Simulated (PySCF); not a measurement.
Cl₅W, doublet, geometry from GFN2-xTB (such geometries of metal compounds can be far from the true shape) (core potentials on W).

Input for PySCF:
```python
from pyscf import gto, scf, dft

mol = gto.Mole()
mol.atom = '''
    W    -0.00000000    0.00000000   -0.00000000
    Cl    1.84552708   -0.40817670   -1.16797303
    Cl    0.96233500   -0.98148675    1.86360069
    Cl   -0.96233500    0.98148675   -1.86360069
    Cl   -1.63595757   -1.50250559    0.05347170
    Cl   -0.20956952    1.91068230    1.11450133
'''
mol.basis = 'def2-sv(p)'
mol.ecp = {'W': 'def2-sv(p)'}
mol.spin = 1
mol.verbose = 4
mol.build()

mf = dft.UKS(mol)
mf.xc = 'pbe0'
mf = mf.density_fit(auxbasis='def2-universal-jkfit')
mf.kernel()
mf.analyze()
```

### Question
What does this run give for the nuclear repulsion energy, number of basis functions, total energy, <S^2>, HOMO energy?

### Answer

The nuclear repulsion energy is 716.9873 Eh and the number of basis functions comes out as 115. The total energy is -2366.7829 Eh and the <S^2> is 0.756. The HOMO energy is -7.15 eV.

These values belong to the state on which the SCF converged, which isn't shown to be the lowest.

### Question
Roughly what does it cost on one core?

### Answer
around 21 core-seconds (rough).
